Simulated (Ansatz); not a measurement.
Relaxation of trans-[TiF2(H2O)4]+ (TiO₄F₂H₈⁺) with UKS B3LYP-D4/def2-SVP.

```sh
$ ansatz run in.yaml --threads 4 --pin off --events-out ev --progress --plain --max-ram 4787MiB
```

```yaml
crystal:
  periodic: [false, false, false]
  atoms:
    - {symbol: F, position_ang: [-0.002970, 0.016440, 1.717430]}
    - {symbol: F, position_ang: [0.004060, -0.019610, -1.717940]}
    - {symbol: O, position_ang: [2.116650, 0.027350, -0.003430]}
    - {symbol: O, position_ang: [-2.117590, -0.026730, -0.014520]}
    - {symbol: O, position_ang: [-0.029120, 2.115740, -0.016260]}
    - {symbol: O, position_ang: [0.025800, -2.117220, 0.033700]}
    - {symbol: Ti, position_ang: [-0.000570, -0.000570, -0.000100]}
    - {symbol: H, position_ang: [2.481860, -0.402870, -0.795280]}
    - {symbol: H, position_ang: [2.495850, -0.409860, 0.777400]}
    - {symbol: H, position_ang: [-2.468630, 0.387150, -0.821630]}
    - {symbol: H, position_ang: [-2.502380, 0.434750, 0.749390]}
    - {symbol: H, position_ang: [0.418960, 2.483080, -0.797120]}
    - {symbol: H, position_ang: [0.396440, 2.486020, 0.775800]}
    - {symbol: H, position_ang: [-0.430780, -2.509720, -0.730000]}
    - {symbol: H, position_ang: [-0.387610, -2.463940, 0.842570]}
basis:
  gaussian: {orbitals: def2-SVP}
total_charge: 1
magnetization: {spin_polarized: true, initial_magnetization: 1}
hamiltonian: {xc: {name: B3LYP}, dispersion: d4}
scf: {lower_state_search: "off"}
output: {orbitals: {seedname: orbitals}}
relax: {f_tol: 0.02, max_steps: 100}
```

Hardware: 4 threads of Intel Xeon 6975P-C on a shared host. Wall time 18 s, peak host memory 0.56 GiB.

Positions (Å) and forces (eV/Å) at steps 1, 2, 3, 4, 5 of 5:

```xyz
15
step=1 energy=-36855.5179 eV
F    -0.003    0.016    1.717   -0.004    0.032    3.124
F     0.004   -0.020   -1.718    0.007   -0.031   -3.112
O     2.117    0.027   -0.003    0.427   -0.086   -0.017
O    -2.118   -0.027   -0.015   -0.427    0.097   -0.038
O    -0.029    2.116   -0.016    0.099    0.434   -0.002
O     0.026   -2.117    0.034   -0.095   -0.430    0.001
Ti   -0.001   -0.001    0.000   -0.001   -0.011   -0.007
H     2.482   -0.403   -0.795    0.158    0.015    0.158
H     2.496   -0.410    0.777    0.158    0.012   -0.146
H    -2.469    0.387   -0.822   -0.166   -0.019    0.162
H    -2.502    0.435    0.749   -0.155   -0.016   -0.141
H     0.419    2.483   -0.797   -0.021    0.159    0.160
H     0.396    2.486    0.776   -0.015    0.162   -0.161
H    -0.431   -2.510   -0.730    0.026   -0.146    0.175
H    -0.388   -2.464    0.843    0.007   -0.171   -0.156
15
step=2 energy=-36855.8776 eV
F    -0.002    0.017    1.770   -0.002    0.011    0.891
F     0.004   -0.019   -1.770    0.002   -0.009   -0.886
O     2.171   -0.013   -0.004    0.191   -0.151   -0.004
O    -2.172    0.013   -0.017   -0.203    0.167   -0.037
O     0.012    2.171   -0.016    0.164    0.202    0.005
O    -0.014   -2.171    0.036   -0.156   -0.195    0.013
Ti    0.000   -0.001    0.000   -0.001   -0.003   -0.005
H     2.588   -0.405   -0.791   -0.008    0.063    0.142
H     2.601   -0.409    0.774   -0.011    0.065   -0.139
H    -2.580    0.385   -0.819    0.019   -0.073    0.165
H    -2.607    0.435    0.744    0.013   -0.071   -0.131
H     0.419    2.591   -0.794   -0.072   -0.014    0.147
H     0.398    2.595    0.771   -0.068   -0.014   -0.152
H    -0.429   -2.614   -0.724    0.071    0.015    0.144
H    -0.389   -2.573    0.840    0.063    0.007   -0.153
15
step=3 energy=-36855.9166 eV
F    -0.003    0.019    1.794    0.000    0.002    0.084
F     0.004   -0.020   -1.794    0.000   -0.001   -0.083
O     2.189   -0.039   -0.005    0.077   -0.089    0.008
O    -2.190    0.038   -0.018   -0.088    0.099   -0.005
O     0.038    2.189   -0.015    0.096    0.084   -0.004
O    -0.039   -2.189    0.038   -0.092   -0.080   -0.002
Ti    0.000    0.000    0.000    0.001   -0.001   -0.001
H     2.634   -0.407   -0.786   -0.041    0.041    0.043
H     2.646   -0.402    0.772   -0.047    0.045   -0.050
H    -2.628    0.383   -0.814    0.047   -0.046    0.053
H    -2.652    0.427    0.743    0.051   -0.050   -0.047
H     0.413    2.637   -0.792   -0.048   -0.048    0.051
H     0.397    2.642    0.766   -0.045   -0.046   -0.048
H    -0.420   -2.659   -0.723    0.048    0.049    0.050
H    -0.390   -2.620    0.835    0.041    0.041   -0.048
15
step=4 energy=-36855.9180 eV
F    -0.003    0.020    1.797   -0.001    0.001    0.002
F     0.004   -0.020   -1.797    0.000    0.000   -0.002
O     2.188   -0.044   -0.004    0.024   -0.032    0.001
O    -2.188    0.044   -0.017   -0.028    0.035   -0.001
O     0.044    2.188   -0.017    0.034    0.027   -0.001
O    -0.044   -2.188    0.037   -0.033   -0.025    0.000
Ti    0.000    0.000    0.000    0.001    0.000   -0.001
H     2.636   -0.406   -0.785   -0.014    0.015   -0.002
H     2.647   -0.400    0.773   -0.016    0.016    0.001
H    -2.631    0.383   -0.812    0.017   -0.017   -0.001
H    -2.653    0.423    0.745    0.018   -0.017    0.003
H     0.411    2.639   -0.794   -0.017   -0.017   -0.001
H     0.396    2.645    0.764   -0.016   -0.016    0.002
H    -0.415   -2.660   -0.725    0.016    0.017   -0.001
H    -0.391   -2.622    0.832    0.015    0.015    0.001
15
step=5 energy=-36855.9183 eV
F    -0.004    0.022    1.797    0.000    0.000    0.003
F     0.005   -0.022   -1.797    0.000    0.000   -0.003
O     2.187   -0.049   -0.002   -0.001    0.001    0.001
O    -2.187    0.049   -0.015    0.001   -0.001    0.000
O     0.049    2.187   -0.019   -0.001   -0.001   -0.001
O    -0.050   -2.186    0.036    0.001    0.001    0.000
Ti    0.000    0.000    0.000    0.000    0.000    0.000
H     2.639   -0.405   -0.783    0.000    0.000    0.001
H     2.647   -0.397    0.778    0.000    0.000    0.000
H    -2.634    0.382   -0.809   -0.001    0.001    0.001
H    -2.652    0.419    0.751    0.000    0.000    0.000
H     0.408    2.639   -0.798    0.000    0.000    0.000
H     0.394    2.647    0.762    0.000    0.000   -0.001
H    -0.410   -2.660   -0.730    0.000    0.000    0.000
H    -0.392   -2.626    0.830   -0.001   -0.001   -0.001
```

The relaxation made no stability test and no search for a lower SCF solution. No other spin state of charge 1 was run.
